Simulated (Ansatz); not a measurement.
Basis sets compared for [10]phenacene (C₄₂H₂₄). Charge 0, multiplicity 1. Geometry r2SCAN-D4/def2-SVP. Ansatz on 2 threads of AMD EPYC 7R13 on a shared host and a share (18 GiB) of an NVIDIA H100 80GB HBM3; times are rough, and most runs start from earlier orbitals.

```xyz
66

C    -3.684   -6.663    8.141
C    -4.449   -6.644    6.956
C    -4.071   -5.848    5.888
C    -2.914   -5.032    5.948
C    -2.143   -5.056    7.153
C    -2.549   -5.879    8.232
C    -0.972   -4.246    7.243
C    -0.575   -3.449    6.204
C    -1.312   -3.389    4.978
C    -2.485   -4.184    4.850
C    -3.211   -4.118    3.629
C    -2.810   -3.318    2.588
C    -1.644   -2.507    2.673
C    -0.889   -2.545    3.880
C     0.279   -1.732    3.962
C     0.680   -0.932    2.923
C    -0.046   -0.865    1.699
C    -1.220   -1.661    1.576
C    -1.946   -1.594    0.353
C    -1.545   -0.793   -0.686
C    -0.377    0.019   -0.603
C     0.047    0.864   -1.700
C    -0.680    0.932   -2.923
C    -0.279    1.733   -3.962
C     0.889    2.544   -3.881
C     1.312    3.389   -4.978
C     0.575    3.450   -6.203
C     0.972    4.247   -7.242
C     2.142    5.058   -7.152
C     2.547    5.882   -8.231
C     3.682    6.666   -8.139
C     4.448    6.646   -6.955
C     4.071    5.848   -5.887
C     2.914    5.032   -5.947
C     2.486    4.183   -4.850
C     3.213    4.116   -3.630
C     2.812    3.315   -2.590
C     1.645    2.505   -2.674
C     1.220    1.660   -1.577
C     1.947    1.593   -0.354
C     1.545    0.792    0.686
C     0.378   -0.020    0.603
H    -3.989   -7.295    8.980
H    -5.348   -7.263    6.879
H    -4.687   -5.858    4.987
H    -1.943   -5.881    9.144
H    -0.390   -4.272    8.169
H     0.327   -2.849    6.324
H    -4.115   -4.717    3.503
H    -3.413   -3.314    1.679
H     0.882   -1.735    4.870
H     1.584   -0.336    3.053
H    -2.850   -2.190    0.223
H    -2.147   -0.789   -1.595
H    -1.585    0.336   -3.053
H    -0.883    1.736   -4.870
H    -0.327    2.850   -6.324
H     0.389    4.274   -8.168
H     1.941    5.885   -9.142
H     3.986    7.299   -8.978
H     5.347    7.265   -6.877
H     4.687    5.858   -4.987
H     4.117    4.714   -3.504
H     3.415    3.310   -1.681
H     2.851    2.188   -0.224
H     2.148    0.788    1.594
```

B3LYP takes the VWN-RPA correlation. Single mean-field runs in 6-31G, def2-SVP, def2-mTZVP are fitted with def2-universal-jkfit.

Binding counts from free atoms (C triplet, H doublet) in the same basis, without a counterpoise term.

```csv
level,functions,energy (Eh),HOMO (eV),LUMO (eV),binding per atom (eV),wall time
r2SCAN-D4/def2-mTZVP,870,-1614.5985,-5.19,-2.35,5.63,7.5 s
B3LYP-D4/6-31G,426,-1614.8653,-5.36,-1.51,5.54,3.6 s
```

Task: Estimate the rows for r2SCAN-D4/def2-SVP, B3LYP-D4/def2-SVP.

Result: 
```
             level  functions  energy (Eh)  HOMO (eV)  LUMO (eV)  binding per atom (eV)  wall time
r2SCAN-D4/def2-SVP        708   -1613.0180      -5.21      -2.37                   5.76      6.5 s
 B3LYP-D4/def2-SVP        708   -1614.0832      -5.58      -1.77                   5.72      5.5 s
```
